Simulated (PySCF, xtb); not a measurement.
C₅H₅F, SMILES C=C[C@H](C#C)F.

GFN2-xTB (xtb) at its own geometry gives an orbital gap of 5.39 eV and a dipole moment of 2.19 D.

Coordinates come from a PBE0-D3(BJ)/def2-SVP optimisation. The structure was generated by enumeration; whether it is a known compound was not checked. One conformer was computed; it need not be the lowest.

Q: What does r2SCAN/def2-TZVP (PySCF) give? (Estimate from the structure and the level; the computed values follow.)

A: gap 5.96 eV (levels -6.96 and -0.99 eV), dipole 1.59 D.
